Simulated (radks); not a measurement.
All-electron atom: the lutetium ion Lu6+ in [Kr] 4d10 4f(5/2: 6, 7/2: 6) 5s2 5p(1/2: 1, 3/2: 4) (not the ground configuration). Method: Dirac Kohn-Sham, relativistic LDA (MacDonald-Vosko exchange, VWN5 correlation), spin-unpolarised, spherical densities, finite nucleus; Fermi nuclear charge, rms radius 5.37 fm; computed with a radial shooting solver on a logarithmic mesh with Libxc functionals.

Normalised radial functions P(r) = r R(r) (large component), r in bohr:

```
   r/bohr * 4f7/2 (the largest magnitude, 1.25, reaches the edge; | marks zero)
 0.002797 *
 0.003205 *
 0.003672 *
 0.004207 *
 0.004819 *
 0.005566 *
 0.006377 *
 0.007306 *
  0.00837 *
 0.009589 *
  0.01099 *
  0.01269 *
  0.01454 *
  0.01665 *
  0.01908 *
  0.02186 *
  0.02525 *
  0.02892 *
  0.03314 *
  0.03796 *
  0.04349 |*
  0.04983 |*
  0.05755 |*
  0.06593 | *
  0.07554 |  *
  0.08654 |   *
  0.09915 |     *
   0.1136 |       *
   0.1312 |           *
   0.1503 |               *
   0.1722 |                    *
   0.1973 |                         *
    0.226 |                               *
    0.261 |                                      *
   0.2991 |                                            *
   0.3426 |                                                 *
   0.3925 |                                                     *
   0.4497 |                                                      *
   0.5152 |                                                     *
    0.595 |                                                   *
   0.6817 |                                              *
    0.781 |                                         *
   0.8948 |                                  *
    1.025 |                            *
    1.175 |                     *
    1.356 |               *
    1.554 |          *
     1.78 |      *
     2.04 |   *
    2.337 | *
    2.677 |*
    3.092 *
    3.543 *
    4.059 *
```

4f7/2: eigenvalue -100.30 eV, 0 radial nodes, <r> = 0.652 bohr, 90 % of the charge inside 1.08 bohr.
